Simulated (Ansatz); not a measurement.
`F[SiH2][NH][AlH2]` + `N=C[SeH]` → `[AlH2]/[N]=C\[SeH]` + `N[SiH2]F`  (ligand exchange at the Al–N bond)

Gas-phase electronic energies from Ansatz, PBE0-D4/def2-TZVP geometries. CBS: MP2 limit from def2 TZ/QZ plus the TZ coupled-cluster correction, frozen cores. DFT in def2-TZVPP. B3LYP here is the variant with VWN-RPA as its local correlation; programs differ in this. HSE06 is defined as in plane-wave codes. For Se outer-core shells are correlated without core-valence functions, which leaves a few kJ/mol of doubt a bond. Scalar relativity is left out up to krypton. One conformer a species, not always the lowest.

```tsv
level	ΔE (kJ/mol)	difference from CCSD(T)/CBS
LDA (SPW92)	-5.3	-13.7
PBE-D4	-2.4	-10.8
BLYP-D4	-5.6	-14.0
r2SCAN-D4	-0.9	-9.3
B97M-V	1.2	-7.2
PBE0-D4	2.0	-6.4
B3LYP-D4	-2.1	-10.5
r2SCANh-D4	0.4	-8.0
HSE06-D4	1.7	-6.7
BHLYP-D4	2.6	-5.8
CAM-B3LYP-D4	1.2	-7.2
ωB97X-V	8.0	-0.4
ωB97M-V	7.2	-1.2
B2PLYP	0.6	-7.8
PBE-QIDH	5.5	-2.9
PBE	-3.0	-11.4
BLYP	-7.0	-15.4
r2SCAN	-1.0	-9.4
PBE0	1.5	-6.9
B3LYP	-3.1	-11.5
r2SCANh	0.3	-8.1
r2SCAN0	2.1	-6.3
HSE06	1.2	-7.2
BHLYP	1.4	-7.0
LC-ωPBE	6.8	-1.6
RPA@PBE/def2-TZVPP	13.5	5.1
HF/def2-SVP	6.2	-2.2
MP2/def2-SVP	6.8	-1.6
CCSD/def2-SVP	11.2	2.8
CCSD(T)/def2-SVP	10.3	1.9
HF/def2-TZVPP	6.9	-1.5
MP2/def2-TZVPP	5.9	-2.5
SCS-MP2/def2-TZVPP	8.0	-0.4
CCSD(T)/def2-TZVPP	9.7	1.3
HF/def2-QZVPP	7.6	-0.8
MP2/def2-QZVPP	5.4	-3.0
SCS-MP2/def2-QZVPP	7.5	-0.9
HF/CBS(def2)	7.7	-0.7
MP2/CBS(def2)	4.6	-3.8
CCSD/CBS(def2)	9.2	0.8
CCSD(T)/CBS	8.4	0
```

Largest T1 diagnostic among the species: 0.013.

From PBE to PBE0 (25 % exact exchange), in def2-TZVPP and without D4, ΔE moves by +4.5 kJ/mol. Leaving LDA and LC-ωPBE aside and taking each functional with its dispersion term where it has one, the values spread over 13.6 kJ/mol, from BLYP-D4 to ωB97X-V.
